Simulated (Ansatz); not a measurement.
Cl$_{2}$GeH$_{2}$Se$_{2}$ (`[Cl][Ge]([Cl])([SeH])[SeH]`) at its PBE0-D4/def2-TZVP geometry, where that method's forces vanish. The species carries charge 0 and has multiplicity 1.

```tsv
atom	x (Å)	y (Å)	z (Å)
Cl1	-1.744	-1.828	0.030
Ge2	-0.007	-0.576	-0.031
Cl3	1.703	-1.852	-0.231
Se4	0.361	0.558	1.975
Se5	-0.346	0.777	-1.902
H6	-0.841	1.379	1.765
H7	0.874	1.542	-1.607
```

Question: For each bond, give half the difference of the two atoms' forces along it (eV/Å; positive pushes the atoms apart) under PBE-D4, r2SCAN-D4, B3LYP-D4, ωB97M-V in def2-TZVPP. (Estimate.)

Answer: Ansatz gave: 
| bond | length (Å) | PBE-D4 | r2SCAN-D4 | B3LYP-D4 | ωB97M-V |
| --- | --- | --- | --- | --- | --- |
| Cl1–Ge2 | 2.143 | 0.24 | 0.05 | 0.21 | 0.02 |
| Ge2–Cl3 | 2.143 | 0.24 | 0.05 | 0.21 | 0.02 |
| Ge2–Se4 | 2.334 | 0.13 | 0.02 | 0.12 | -0.08 |
| Ge2–Se5 | 2.334 | 0.13 | 0.02 | 0.12 | -0.08 |
| Se4–H6 | 1.470 | 0.27 | -0.01 | 0.04 | -0.10 |
| Se5–H7 | 1.470 | 0.27 | -0.01 | 0.04 | -0.10 |

B3LYP here is the variant with VWN-RPA as its local correlation; programs differ in this.
